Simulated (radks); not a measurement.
Results of a calculation; reference values are marked as such.
Task: Radial electron density D(r) = 4 pi r^2 rho(r) of an atom or ion with 31 electrons. Level of theory: scalar-relativistic Kohn-Sham, AM05, spin-polarised, spherical densities, finite nucleus; Fermi nuclear charge, rms radius of each element as measured or else 0.836 A^(1/3) + 0.57 fm (a radial shooting solver on a logarithmic mesh with Libxc functionals).

```
   r/bohr * D(r) (the largest magnitude, 45.7, reaches the edge; | marks zero)
 0.001801 |*
 0.002063 |*
 0.002364 | *
 0.002708 | *
 0.003103 |  *
 0.003583 |   *
 0.004105 |    *
 0.004703 |     *
 0.005388 |       *
 0.006173 |         *
 0.007073 |           *
 0.008103 |              *
 0.009284 |                 *
  0.01064 |                    *
  0.01219 |                        *
  0.01407 |                            *
  0.01612 |                                *
  0.01847 |                                    *
  0.02116 |                                        *
  0.02425 |                                           *
  0.02778 |                                             *
  0.03182 |                                              *
  0.03646 |                                              *
  0.04177 |                                            *
  0.04786 |                                          *
  0.05483 |                                        *
  0.06332 |                                      *
  0.07255 |                                     *
  0.08312 |                                       *
  0.09523 |                                           *
   0.1091 |                                               *
    0.125 |                                                    *
   0.1432 |                                                      *
   0.1641 |                                                     *
    0.188 |                                                 *
   0.2153 |                                          *
   0.2487 |                                  *
   0.2849 |                            *
   0.3264 |                          *
    0.374 |                            *
   0.4285 |                               *
   0.4909 |                                 *
   0.5624 |                                 *
   0.6444 |                             *
   0.7382 |                        *
   0.8458 |                 *
    0.969 |            *
    1.119 |       *
    1.282 |    *
    1.469 |   *
    1.683 |  *
    1.928 | *
    2.209 | *
    2.531 |*
    2.899 |*
    3.322 |*
    3.806 *
    4.395 *
    5.035 *
    5.769 *
    6.609 *
    7.572 *
    8.675 *
```

What is the nuclear charge?

Result: Z = 32. The innermost maximum, from 1s, lies near gamma/Z bohr with gamma = sqrt(1 - (Z/c)^2) = 0.972, here 0.0304 bohr (found: 0.0329), and its height grows with Z. The density is that of the germanium ion Ge+ in [Ar] 3d10 4s2 4p1; the configuration itself is not fixed sharply by these data, and Z only to about a unit. D(r) has 3 maxima, at r = 0.0329, 0.148, 0.515 bohr, and minima at 0.0697, 0.326 bohr, inside which lie 2.09, 10.97 electrons.
